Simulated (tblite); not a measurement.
Compound: C2H14AsNSi3.
Atom-mapped SMILES: `[CH3:1][Si@H:2]([AsH2:3])[CH2:4][N:5]([SiH3:6])[SiH3:7]` (hydrogens: H8, H9, H10 on C1; H11 on Si2; H12, H13 on As3; H14, H15 on C4; H16, H17, H18 on Si6; H19, H20, H21 on Si7)

Computed with GFN2-xTB (tblite), gas phase: L-BFGS steps from a force-field or distance-geometry start until the largest atomic force falls under 0.01 eV/Å.

Step 259: E = -596.9582 eV
```
atom  x, y, z in Å  |  force x, y, z in eV/Å
C1      2.6857   -0.4409   -1.1440    0.005   0.010  -0.001
Si2     1.1902    0.5398   -0.4665   -0.018  -0.044  -0.025
As3     1.3035    0.9454    1.8264    0.059  -0.008   0.020
C4     -0.3918   -0.4430   -0.9436   -0.002   0.011   0.008
N5     -1.5296   -0.2269   -0.0568   -0.022   0.044  -0.012
Si6    -1.8001   -1.3854    1.2038   -0.020   0.021   0.005
Si7    -2.2985    1.3255   -0.1597   -0.012  -0.020  -0.030
H8      2.6611   -0.5426   -2.2250   -0.006   0.009   0.017
H9      2.7244   -1.4415   -0.7196   -0.012  -0.001   0.008
H10     3.6130    0.0599   -0.8794   -0.001   0.012  -0.011
H11     1.1339    1.8281   -1.1960    0.014   0.014  -0.022
H12     2.5990    1.6964    1.6468   -0.015   0.008   0.006
H13     2.1147   -0.2993    2.0655   -0.028  -0.007   0.014
H14    -0.6833   -0.1556   -1.9585   -0.014  -0.012   0.012
H15    -0.1692   -1.5124   -0.9762   -0.012   0.011   0.013
H16    -0.8514   -1.2158    2.3250   -0.009  -0.003   0.002
H17    -1.6091   -2.7126    0.6129    0.025  -0.035  -0.032
H18    -3.1792   -1.2139    1.6496    0.027   0.019   0.011
H19    -1.4318    2.3900    0.3812   -0.006  -0.012  -0.003
H20    -2.5475    1.5848   -1.5838    0.017  -0.009   0.031
H21    -3.5430    1.2369    0.5972    0.028  -0.010  -0.010
```

Step 260: E = -596.9588 eV
```
atom  x, y, z in Å  |  force x, y, z in eV/Å
C1      2.6874   -0.4367   -1.1440   -0.004   0.024   0.008
Si2     1.1908    0.5397   -0.4642   -0.028  -0.013  -0.004
As3     1.3063    0.9405    1.8312    0.043  -0.005   0.004
C4     -0.3909   -0.4425   -0.9417   -0.009   0.004   0.007
N5     -1.5311   -0.2274   -0.0578   -0.017   0.051   0.004
Si6    -1.7995   -1.3852    1.2045   -0.011   0.032  -0.002
Si7    -2.3025    1.3232   -0.1671   -0.004  -0.009  -0.018
H8      2.6585   -0.5391   -2.2242   -0.002  -0.002  -0.005
H9      2.7333   -1.4356   -0.7175   -0.013  -0.009   0.007
H10     3.6120    0.0707   -0.8842    0.014   0.012  -0.008
H11     1.1348    1.8325   -1.1888    0.014  -0.010  -0.012
H12     2.6055    1.6841    1.6522   -0.007   0.010   0.007
H13     2.1091   -0.3092    2.0704   -0.023  -0.010   0.011
H14    -0.6809   -0.1584   -1.9576   -0.015  -0.003   0.005
H15    -0.1685   -1.5116   -0.9716   -0.001  -0.007   0.010
H16    -0.8398   -1.2256    2.3185   -0.012  -0.004  -0.008
H17    -1.6264   -2.7132    0.6094    0.025  -0.033  -0.029
H18    -3.1720   -1.1989    1.6630    0.018   0.015   0.013
H19    -1.4338    2.3946    0.3568   -0.001  -0.017   0.002
H20    -2.5620    1.5752   -1.5902    0.012  -0.015   0.019
H21    -3.5393    1.2398    0.6023    0.021  -0.012  -0.011
```

Question: Estimate the geometry and energy of step 261. (The exact step hangs on the optimiser's Hessian estimate; all steps are aligned on step 260, rigid shifts and turns removed.)

Answer: E = -596.9592 eV, largest force 0.042 eV/Å
```
atom  x, y, z in Å  |  force x, y, z in eV/Å
C1      2.6877   -0.4345   -1.1432   -0.006   0.022   0.009
Si2     1.1908    0.5394   -0.4626   -0.026   0.016   0.018
As3     1.3100    0.9363    1.8348    0.023   0.004  -0.008
C4     -0.3913   -0.4407   -0.9411   -0.011  -0.004   0.008
N5     -1.5321   -0.2263   -0.0582   -0.007   0.039   0.014
Si6    -1.7982   -1.3841    1.2050   -0.001   0.027  -0.013
Si7    -2.3064    1.3216   -0.1722    0.001   0.013  -0.009
H8      2.6553   -0.5398   -2.2226    0.001  -0.007  -0.017
H9      2.7385   -1.4319   -0.7137   -0.012  -0.011   0.007
H10     3.6108    0.0773   -0.8878    0.021   0.013  -0.006
H11     1.1373    1.8350   -1.1840    0.011  -0.022  -0.007
H12     2.6109    1.6761    1.6567   -0.002   0.008   0.005
H13     2.1066   -0.3164    2.0730   -0.013  -0.018   0.009
H14    -0.6806   -0.1576   -1.9571   -0.016   0.004  -0.002
H15    -0.1692   -1.5096   -0.9704    0.005  -0.020   0.008
H16    -0.8331   -1.2315    2.3152   -0.008  -0.003  -0.011
H17    -1.6332   -2.7119    0.6055    0.022  -0.025  -0.022
H18    -3.1658   -1.1900    1.6717    0.003   0.013   0.015
H19    -1.4372    2.3985    0.3400   -0.001  -0.021   0.006
H20    -2.5718    1.5675   -1.5944    0.006  -0.017   0.006
H21    -3.5379    1.2393    0.6048    0.012  -0.011  -0.009
```

The energy changes by -0.0004 eV. The first-order estimate −F·Δx gives -0.0006 eV and the mean of the old and new forces, exact on a quadratic surface, -0.0004 eV. The step makes an angle of 83° with the force vector and moves no atom by more than 0.018 Å.

What follows is the cost of the whole relaxation. The run took 5.6 s wall on Arm Neoverse N1, one thread, no GPU, on a shared host.
